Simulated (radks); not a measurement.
Values are calculated unless marked as measured or tabulated.
Problem. All-electron atom: Nb12+ in [Ar] 3d10 4s1 (the NIST ground configuration). Code: a radial shooting solver on a logarithmic mesh with Libxc functionals. Model: scalar-relativistic Kohn-Sham, PBE, spin-unpolarised, spherical densities, point nucleus. Some entries of the table are withheld. Estimate them.

orbital,occ.,eigenvalue (eV),<r^2> (bohr^2),<1/r> (bohr^-1)
1s,2,-19058.47,0.001757,42.40
2s,2,-2874.430,0.02940,(1)
2p,6,-2593.509,0.02314,9.279
3s,2,-673.8869,0.2213,(2)
3p,6,-581.6620,0.2258,3.122
3d,10,(3),0.2144,(4)
4s,1,-259.0306,(5),1.378

Solution. 
(1) 2s <1/r> (bohr^-1): 9.533
(2) 3s <1/r> (bohr^-1): 3.278
(3) 3d eigenvalue (eV): -431.2751
(4) 3d <1/r> (bohr^-1): 2.901
(5) 4s <r^2> (bohr^2): 1.135
